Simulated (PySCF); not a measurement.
**Bonding in `ClB(Cl)[C@@H]1CS1`**

C2H3BCl2S.
SMILES with atom numbers: `[Cl:1][B:2]([Cl:3])[C@@H:4]1[CH2:5][S:6]1` (hydrogens: H7 on C4; H8, H9 on C5)

Structure used (PBE0-D3(BJ)/def2-SVP), in Å, numbered top down from 1:
```xyz
9
C2H3BCl2S angstrom
Cl     2.416    1.247   -0.218
B      1.392   -0.124    0.159
Cl     2.060   -1.742    0.034
C     -0.074    0.120    0.606
C     -1.014   -1.011    0.760
S     -1.058   -0.293   -0.897
H     -0.342    1.080    1.059
H     -0.601   -2.023    0.821
H     -1.914   -0.836    1.358
```

Bond orders from the PBE0/pcSseg-1 density (PySCF). One conformer (not necessarily the lowest) at the PBE0-D3(BJ)/def2-SVP geometry, without solvent, vibrations or thermal averaging.

Q: How far do the computed orders between heavy atoms stray from the drawn ones?

A: The largest departure is 0.153, at B2–Cl3 (drawn single, 1.153) and Cl1–B2 (drawn single, 1.151). Drawn single, order above 1.12: Cl1–B2 (1.151) and B2–Cl3 (1.153).

Q: Give the Mayer order of every bond between heavy atoms, beside its length.

A: 
```
  bond  drawn as  length (Å)  Mayer order
Cl1–B2    single       1.752        1.151
B2–Cl3    single       1.755        1.153
 B2–C4    single       1.551        0.950
 C4–C5    single       1.479        0.985
 C5–S6    single       1.806        0.944
 S6–C4    single       1.843        0.902
```

By pair of heavy elements: B–Cl: all 2 within 0.02 of one another (1.151 to 1.153). C–S: lowest S6–C4 (0.902, 1.843 Å), highest C5–S6 (0.944, 1.806 Å).

Q: And the bonds to hydrogen?

A: C–H: 0.93 (3 bonds).

Q: Sum the orders of all bonds at each heavy atom with more than one neighbour and set the sums beside the valence in the SMILES.

A: B2 3.254 (drawn 3), C4 3.768 (drawn 4), C5 3.792 (drawn 4), S6 1.846 (drawn 2). Orders between atoms that aren't bonded are not in these sums.

The Mayer order sums products of elements of PS (density times overlap matrix) between the two atoms' basis functions, so it depends on the basis set.
